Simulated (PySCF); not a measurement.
Spinor energies of W⁴⁴⁺ (tungsten, charge +44)

Start: [Ar] 3d10 4s2. Calculated with PySCF 2.14 in an uncontracted even-tempered set (18 s from 2.5 bohr⁻², ratio 2.6; 15 p from 3.2 bohr⁻², ratio 2.6; 10 d from 3.2 bohr⁻², ratio 2.6; 6 f from 3.3 bohr⁻², ratio 2.8): generalised Hartree-Fock with the X2C-1e Hamiltonian and a Gaussian nucleus; spin-orbit coupling (SO) screened by Boettger's factors.

```json
{"spinor shell": "1s1/2", "electrons": "2", "ε, screened SO (eV)": "-72076.3", "weight of nominal j (screened SO)": "1.000", "rms radius, screened SO (bohr)": "0.0208"}
{"spinor shell": "2s1/2", "electrons": "2", "ε, screened SO (eV)": "-14355.2", "weight of nominal j (screened SO)": "1.000", "rms radius, screened SO (bohr)": "0.0836"}
{"spinor shell": "2p1/2", "electrons": "2", "ε, screened SO (eV)": "-13808.1", "weight of nominal j (screened SO)": "1.000", "rms radius, screened SO (bohr)": "0.0711"}
{"spinor shell": "2p3/2", "electrons": "4", "ε, screened SO (eV)": "-12444.5", "weight of nominal j (screened SO)": "1.000", "rms radius, screened SO (bohr)": "0.0785"}
{"spinor shell": "3s1/2", "electrons": "2", "ε, screened SO (eV)": "-4916.8", "weight of nominal j (screened SO)": "1.000", "rms radius, screened SO (bohr)": "0.211"}
{"spinor shell": "3p1/2", "electrons": "2", "ε, screened SO (eV)": "-4675.9", "weight of nominal j (screened SO)": "1.000", "rms radius, screened SO (bohr)": "0.202"}
{"spinor shell": "3p3/2", "electrons": "4", "ε, screened SO (eV)": "-4363.4", "weight of nominal j (screened SO)": "1.000", "rms radius, screened SO (bohr)": "0.216"}
{"spinor shell": "3d3/2", "electrons": "4", "ε, screened SO (eV)": "-3977.4", "weight of nominal j (screened SO)": "1.000", "rms radius, screened SO (bohr)": "0.189"}
{"spinor shell": "3d5/2", "electrons": "6", "ε, screened SO (eV)": "-3909.5", "weight of nominal j (screened SO)": "1.000", "rms radius, screened SO (bohr)": "0.193"}
{"spinor shell": "4s1/2", "electrons": "2", "ε, screened SO (eV)": "-2349.3", "weight of nominal j (screened SO)": "1.000", "rms radius, screened SO (bohr)": "0.424"}
```

| quantity | screened SO |
| --- | --- |
| E (hartree) | -14841.45475 |
| M_J | 0 |
| ⟨J²⟩ | 0.000 |
| ⟨L²⟩ | 0.062 |
| ⟨S²⟩ | 0.062 |

Breit and QED terms are absent; they matter most for the inner s and p1/2 levels.

Densities and radii are taken from the X2C orbitals without a picture-change correction, which distorts them close to the nucleus.
